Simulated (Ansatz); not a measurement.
A run for Ansatz (a first-principles code): R-PBE/def2-TZVPPD on AsH5S (a complex), monomers drawn apart or pushed together. Files ending in .json are basis or fitting sets from the Basis Set Exchange.

Ansatz 0.2 input:
```yaml
crystal:
  periodic: [false, false, false]
  atoms:
    - {symbol: S, position_ang: [0.59242906, 0.25363794, -0.78131233]}
    - {symbol: H, position_ang: [-0.37094659, 1.06903175, -0.32430636]}
    - {symbol: H, position_ang: [-0.25053208, -0.78790158, -0.86331370]}
    - {symbol: As, position_ang: [-0.22124848, -0.25356647, 2.47948772]}
    - {symbol: H, position_ang: [0.33383096, -1.60568395, 2.05079979]}
    - {symbol: H, position_ang: [-0.24428553, -0.66129952, 3.95163217]}
    - {symbol: H, position_ang: [1.17163898, 0.34884286, 2.60047045]}
basis:
  gaussian:
    orbitals: def2-TZVPPD.json
hamiltonian:
  xc: {name: PBE}
scf: {lower_state_search: off}
```

The log:

```
WARN ansatz: RAYON_NUM_THREADS=1 ignored (pool sized by the plan → 1); use --threads N
Functional definition: PBE
these checks for a lower state are left out or cut short: stability, starts, cluster_reference, orbital_swaps, neighbouring_geometries, increment
integrals: 0.10 GiB planned
1020 factors; their error is unknown
mean field: 0.70 GiB planned
mean field evaluation 1: about -71742.7419 eV, gradient 2.4e1 eV
mean field evaluation 2: about -71743.0787 eV, gradient 2.3e1 eV
mean field evaluation 4: about -71744.1000 eV, gradient 1.2e0 eV
mean field evaluation 8: about -71744.0853 eV, gradient 2.0e-1 eV
mean field evaluation 16: about -71744.0854 eV, gradient 1.1e-5 eV
mean field -71744.08537687 eV, -2636.5465077122 hartree, gradient 6.0e-6 eV, S^2 0.000000; 0 other end points of the search recorded, 0 dependent functions left out
reference -71744.08543558 eV, -2636.5465098697 hartree; 27, 27 occupied and 163, 163 virtual orbitals, 1020 factors
Total energy: -71744.08543558 eV, -2636.5465098697 hartree
Checks for a lower state left out: stability, starts, cluster_reference, orbital_swaps, neighbouring_geometries, increment
```

The run converged.

Cost: about 2.1 core-seconds (a rough figure).
